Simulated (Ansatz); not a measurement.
C$_{2}$H$_{7}$AlFN, relaxed with RKS PBE0-D4/def2-TZVP in Ansatz from a PBE-D4/def2-SVP geometry. The force threshold is 0.005 eV/Å; the program also tests the step.

Charge 0, multiplicity 1. The bonds changed during the relaxation, so this is another structure than the one it started from.

Start:

```xyz
12

C     0.137    0.271    1.486
N     0.184    0.234    0.034
Al   -0.882   -1.186   -0.992
C     0.880    1.075   -0.640
F    -0.388   -0.668   -2.551
H    -0.919    0.391    1.806
H     0.488   -0.705    1.879
H     0.753    1.091    1.910
H    -0.197   -2.543   -0.463
H    -2.392   -0.806   -0.583
H     0.859    0.979   -1.741
H     1.477    1.868   -0.145
```

```json
{"step": "1", "energy (eV)": "-12986.5876", "largest force (eV/Å)": "0.736", "largest move (Å)": "0.000"}
{"step": "2", "energy (eV)": "-12986.6425", "largest force (eV/Å)": "0.414", "largest move (Å)": "0.037"}
{"step": "3", "energy (eV)": "-12986.6508", "largest force (eV/Å)": "0.145", "largest move (Å)": "0.031"}
{"step": "4", "energy (eV)": "-12986.6513", "largest force (eV/Å)": "0.146", "largest move (Å)": "0.024"}
{"step": "5", "energy (eV)": "-12986.6537", "largest force (eV/Å)": "0.024", "largest move (Å)": "0.011"}
{"step": "6", "energy (eV)": "-12986.6538", "largest force (eV/Å)": "0.010", "largest move (Å)": "0.004"}
{"step": "7", "energy (eV)": "-12986.6539", "largest force (eV/Å)": "0.011", "largest move (Å)": "0.006"}
{"step": "8", "energy (eV)": "-12986.6539", "largest force (eV/Å)": "0.004", "largest move (Å)": "0.002"}
```

End:

```xyz
12

C     0.131    0.262    1.455
N     0.187    0.238    0.009
Al   -0.871   -1.171   -0.976
C     0.882    1.080   -0.625
F    -0.424   -0.711   -2.532
H    -0.909    0.385    1.763
H     0.477   -0.701    1.834
H     0.740    1.067    1.873
H    -0.202   -2.514   -0.433
H    -2.365   -0.807   -0.550
H     0.896    1.026   -1.711
H     1.459    1.848   -0.107
```

It took 26 s on 4 threads of an Arm Neoverse V2 on a shared host, with 0.5 GiB of host memory at the peak.
